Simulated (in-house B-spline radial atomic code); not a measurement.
Whole-atom quantities along the 57-electron series, configuration [Xe] 4f3. Breit and QED terms are first order and not part of the total energy; the density at the nucleus is averaged over the nuclear charge. Computed with a B-spline radial code for spherical atoms: Dirac-Hartree-Fock, average of the configuration, finite nuclei.

```
 ion   Z  E/Z² (Eh)  Σ<r²> (bohr²)  n(0)/Z³ (bohr⁻³)  Lamb diamagnetic shielding (ppm)  repulsion over attraction  Breit energy (eV)  self-energy (eV)  vacuum polarisation (eV)  Dirac less non-relativistic energy (Eh)
Pr2+  59    -2.6537         42.513            1.9193                            6775.1                    0.14861             210.53            164.26                   -23.908                                  -317.07
Nd3+  60    -2.6733         37.391            1.9822                           6939.19                    0.14725             223.06            174.59                   -25.778                                  -341.54
Pm4+  61    -2.6927         33.486            2.0453                           7103.81                     0.1458             236.13            185.42                    -27.77                                   -367.5
Sm5+  62    -2.7118         30.322            2.1042                           7269.25                    0.14429             249.74            196.78                   -29.888                                  -394.99
```
